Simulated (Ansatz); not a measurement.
## Worked example: C4H9Br + SiH2(CH3) → C4H9 + SiH2(CH3)Br

Species: C4H9Br (2-bromo-2-methylpropane) `CC(C)(C)Br`, singlet; SiH2(CH3), doublet; C4H9 (tert-butyl radical) `C[C](C)C`, doublet; SiH2(CH3)Br, singlet. A radical takes Br: the energy is the difference in strength between the C–Br bond broken and the Si–Br bond made.

Shapes, held fixed at every level: PBE0-D4/def2-TZVP. Programs: Ansatz 0.2.0. The zero-point and thermal change to 298 K, harmonic and unscaled (PBE0-D4/def2-TZVP), is -3.0 kJ/mol.

At CCSD(T)/def2-TZVPP; 1 Eh = 2625.50 kJ/mol:

| species | energy (Eh) |
| --- | --- |
| C4H9Br | -2730.275173 |
| SiH2(CH3) | -330.037057 |
| C4H9 | -157.493269 |
| SiH2(CH3)Br | -2902.854605 |

Task: Work out ΔH(298 K) of the reaction at this level.

Result: 
1. Products less reactants: (-157.493269) + (-2902.854605) − [(-2730.275173) + (-330.037057)] = -0.035644 Eh = -93.6 kJ/mol.
2. With the thermal change: -93.6 + (-3.0) = -96.6 kJ/mol.

Other levels give -117.1 (r2SCAN-D4/def2-TZVPP) to -93.8 kJ/mol (SPW92/def2-TZVPP). No measured value is set beside it here. Open shells run unrestricted unless RO is named. Relativity is left out for Br unless named. Correlated rows may include outer-core shells of Br, which these sets cover unevenly.
